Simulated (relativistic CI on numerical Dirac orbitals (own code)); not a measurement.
V+ (3d4) in a crystal field

Calculated by Dirac-Coulomb-Breit CI, orbitals from a KLI potential per configuration, model QED (radiative potential, 1s self-energy scaled to tabulated hydrogen-like ionisation energies), valence Slater integrals scaled by 0.85, one configuration in a parametric crystal field (own radial code).

Field parameters in Wybourne normalisation: Td as Oh with Dq negative (B⁴₀ = 21Dq, B⁴₄ = √(5/14) B⁴₀). The field is a parameter set, without covalency.

S is read from ⟨S²⟩ = S(S + 1).

Powder χT (cm³ K mol⁻¹) by Van Vleck's formula, with temperature-independent terms:

```tsv
Field	2 K	5 K	10 K	20 K	50 K	100 K	200 K	300 K
Td, 10Dq = -1050 cm⁻¹	0.354	0.833	1.24	1.51	1.9	2.33	2.74	2.94
Td, 10Dq = -1900 cm⁻¹	0.558	1.14	1.44	1.62	1.98	2.4	2.78	2.95
Td, 10Dq = -2750 cm⁻¹	0.705	1.27	1.5	1.66	2.01	2.43	2.8	2.96
Td, 10Dq = -3600 cm⁻¹	0.807	1.34	1.53	1.68	2.03	2.44	2.81	2.96
Td, 10Dq = -4450 cm⁻¹	0.877	1.38	1.55	1.69	2.04	2.45	2.81	2.96
Td, 10Dq = -5300 cm⁻¹	0.922	1.41	1.56	1.7	2.04	2.45	2.81	2.96
Td, 10Dq = -6150 cm⁻¹	0.949	1.42	1.57	1.7	2.04	2.46	2.82	2.96
Td, 10Dq = -7000 cm⁻¹	0.96	1.43	1.57	1.7	2.05	2.46	2.82	2.96
```

**Question.** For Td, 10Dq = -1050 cm⁻¹: what effective moment follows at 300 K?

**Answer.** μ_eff = √(8χT) = 4.85 μB. The ground level has S = 2.00; the spin-only moment for S = 2 is 4.90 μB. The difference comes from the orbital moment, spin-orbit mixing of terms and temperature-independent paramagnetism, all larger in this ionic model than in covalent complexes.
